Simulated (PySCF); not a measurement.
C₃H₉OSi (SMILES CCO[SiH]C), doublet, geometry from GFN2-xTB, atoms displaced at random by about 0.03 Å a coordinate. Base run: TPSS/STO-3G, gradient in PySCF.

Here is a job for PySCF.
```python
from pyscf import gto, scf, dft

mol = gto.Mole()
mol.atom = '''
    C     2.360070   -1.132414   -0.452046
    C     1.162565   -0.329413   -0.804168
    O     0.502304    0.013250    0.383465
    Si   -0.899198    0.838778    0.635128
    C    -2.375259   -0.053829   -0.032121
    H     2.868028   -1.410620   -1.359217
    H     2.171919   -2.022178    0.114463
    H     3.078229   -0.516783    0.083012
    H     1.402523    0.480098   -1.314769
    H     0.445572   -0.893389   -1.421992
    H    -0.714845    2.199583    0.111694
    H    -2.508778   -0.983716    0.327607
    H    -3.337124    0.530035    0.143190
    H    -2.353529   -0.038367   -1.174568
'''
mol.basis = 'sto-3g'
mol.charge = 0
mol.spin = 1
mol.verbose = 4
mol.build()

mf = dft.UKS(mol)
mf.xc = 'tpss'
mf.kernel()
g = mf.nuc_grad_method()
grad = g.kernel()
```

The coordinate followed is z of atom 14.

Variants of this job, named by their change:

```csv
change,dE/dx (Eh/bohr),net force (Eh/bohr)
base,-0.023705,0.000126
density fitting = on,-0.023689,0.000126
finite difference step (bohr) = 0.05; conv_tol = 1e-11,-0.023327,-
finite difference step (bohr) = 0.01; conv_tol = 1e-11,-0.023692,-
grid_response = on,-0.023707,0.000000
density fitting = on; auxbasis_response = off,-0.023622,0.003540
finite difference step (bohr) = 0.2; conv_tol = 1e-11,-0.017542,-
grids.level = 0; grid_response = on,-0.022898,0.000000
grids.level = 5; grid_response = off,-0.023704,0.000011
conv_tol = 1e-11,-0.023705,0.000126
finite difference step (bohr) = 1e-3; conv_tol = 1e-11,-0.023707,-
finite difference step (bohr) = 1e-4; conv_tol = 1e-11,-0.023707,-
```

The net force is zero for an exact gradient.

Open shells are given as the SCF converged; they aren't shown to be the lowest states, and a large step between rows can be another state.
